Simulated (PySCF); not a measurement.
**How methods differ on the excitation energy of P²⁺**

P²⁺ [Ne] 3s2 3p1 (2P) → P²⁺ [Ne] 3s1 3p2 (4P), as a difference of total energies. Computed with PySCF 2.14 in x2c-QZVPPall (9s6p4d2f1g, 70 functions), with the spin-free X2C one-electron Hamiltonian (Gaussian nucleus). Correlated levels: valence: [Ne] frozen. The calculations carry no spin-orbit coupling.

| method | excitation energy (eV) |
| --- | --- |
| UHF | 5.512 |
| MP2 (valence) | 6.541 |
| SCS-MP2 (valence) | 6.942 |
| CCSD (valence) | 6.871 |
| CCSD(T) (valence) | 6.900 |

Q: How much does correlation contribute at CCSD(T) (valence)?

A: 6.900 − (5.512) = 1.388 eV, measured against UHF.

A first-order spin-orbit estimate (lowest level to lowest level, LS coupling) adds 0.005 eV.
